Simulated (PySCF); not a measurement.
Spectrum to structure. Method used: PySCF, TDDFT PBE0/def2-SVPD, vertical, gas phase, core orbitals frozen in the response. Geometries: GFN2-xTB, one conformer each.

```json
{"state": "S1", "E (eV)": "3.75", "f": "0.0005"}
{"state": "S2", "E (eV)": "5.35", "f": "0.0014"}
{"state": "S3", "E (eV)": "5.64", "f": "0.0010"}
{"state": "S4", "E (eV)": "6.67", "f": "0.0021"}
{"state": "S5", "E (eV)": "7.15", "f": "0.0017"}
{"state": "S6", "E (eV)": "7.27", "f": "0.0053"}
```

Triplets computed (Tamm–Dancoff): 3.15, 5.19 eV.

Orbital energies (eV): HOMO-3 -10.00, HOMO-2 -8.82, HOMO-1 -8.48, HOMO -7.73, LUMO -1.84, LUMO+1 0.54, LUMO+2 1.09.

Task: Which candidate is it? All have the formula C5H7FO3.
A. `C=C[C@@H]1OCO[C@@H](F)O1`
B. `CO/C(F)=C\OC(C)=O`
C. `C1[C@@H](F)C([C@@H](O1)OC)=O`
D. `COCOC(=O)/C=C/F`

Result: C. Its S1, at 3.75 eV, is the lowest among the candidates; the nearest of the others has S1 at 5.03 eV. S1 is HOMO→LUMO (97%). Löwdin shares by element: HOMO oxygen 52% or more, carbon 23% or more (atoms not listed hold the other 25%); LUMO carbon 50% or more, oxygen 32% or more (atoms not listed hold the other 18%). At the same level the other candidates give, for their lowest levels:
- `C=C[C@@H]1OCO[C@@H](F)O1`: 7.04 eV (f 0.002); 7.50 eV (f 0.000); 7.77 eV (f 0.002); 7.82 eV (f 0.469); 8.11 eV (f 0.039); T1 4.48 eV; HOMO -8.42, LUMO -0.39 eV
- `CO/C(F)=C\OC(C)=O`: 5.63 eV (f 0.072); 5.87 eV (f 0.003); 6.37 eV (f 0.008); 6.65 eV (f 0.023); 7.09 eV (f 0.184); T1 4.23 eV; HOMO -6.81, LUMO -0.08 eV
- `COCOC(=O)/C=C/F`: 5.03 eV (f 0.000); 6.15 eV (f 0.027); 6.34 eV (f 0.344); 6.63 eV (f 0.103); 7.68 eV (f 0.009); T1 3.87 eV; HOMO -8.22, LUMO -1.50 eV
